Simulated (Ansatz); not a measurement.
[Gd(NH3)6]3+ (GdN6H18³⁺), relaxed as a octet with UKS r2SCAN-D4/def2-SVP in Ansatz, starting from the GFN2-xTB geometry. Force threshold 0.03 eV/Å.

In the def2 sets Gd takes a core potential; there is no spin–orbit coupling.

Start:

```xyz
25

Gd   -0.0032   -0.0032   -0.0023
N    -0.6143    0.0095   -2.5215
H    -1.3381    0.6904   -2.7889
H    -0.9752   -0.8814   -2.8890
H     0.1689    0.2298   -3.1515
N     0.6323   -0.0164    2.5173
H     1.3198   -0.7339    2.7844
H    -0.1529   -0.1844    3.1607
H     1.0480    0.8562    2.8705
N    -2.3589    0.9338    0.5576
H    -2.4153    1.9599    0.6116
H    -2.7416    0.6241    1.4612
H    -3.0988    0.6878   -0.1140
N     2.3600   -0.9260   -0.5438
H     3.1166   -0.5582    0.0489
H     2.6933   -0.7441   -1.5002
H     2.4538   -1.9461   -0.4472
N     0.8969    2.4195   -0.2308
H     0.5789    2.9123   -1.0764
H     1.9218    2.5009   -0.2756
H     0.6401    3.0606    0.5320
N    -0.9185   -2.4202    0.2179
H    -0.6497   -2.8962    1.0898
H    -0.6192   -3.0756   -0.5168
H    -1.9447   -2.4990    0.2062
```

```tsv
step	energy (eV)	largest force component (eV/Å)	SCF passes
1	-30031.6110	0.492	19
2 (rejected)	-30031.4477	0.593	20
3 (rejected)	-30031.5341	1.308	19
4	-30031.6731	0.205	18
5	-30031.6902	0.007	20
```

Force components are those of the run's own axes.

End:

```xyz
25

Gd   -0.0020    0.0003   -0.0015
N    -0.5905    0.0103   -2.4630
H    -1.3176    0.6858   -2.7418
H    -0.9512   -0.8795   -2.8379
H     0.1831    0.2311   -3.1073
N     0.6143   -0.0164    2.4528
H     1.3001   -0.7331    2.7330
H    -0.1639   -0.1772    3.1092
H     1.0359    0.8537    2.8102
N    -2.2987    0.9050    0.5566
H    -2.3697    1.9320    0.6097
H    -2.6917    0.6036    1.4605
H    -3.0464    0.6595   -0.1092
N     2.3011   -0.9075   -0.5271
H     3.0666   -0.5427    0.0589
H     2.6436   -0.7332   -1.4834
H     2.4076   -1.9283   -0.4311
N     0.8717    2.3640   -0.2306
H     0.5546    2.8718   -1.0697
H     1.8970    2.4552   -0.2842
H     0.6253    3.0108    0.5332
N    -0.8985   -2.3560    0.2113
H    -0.6490   -2.8471    1.0825
H    -0.5966   -3.0188   -0.5181
H    -1.9253   -2.4434    0.1873
```

By distances, no bond broke or formed. The bond that changes most is Gd1–N6, from 2.60 to 2.53 Å (atoms count from 1).

No frequencies were taken in this run, so the end may be a saddle point.

It took 61 s on 4 threads of Arm Neoverse V2 on a shared host.
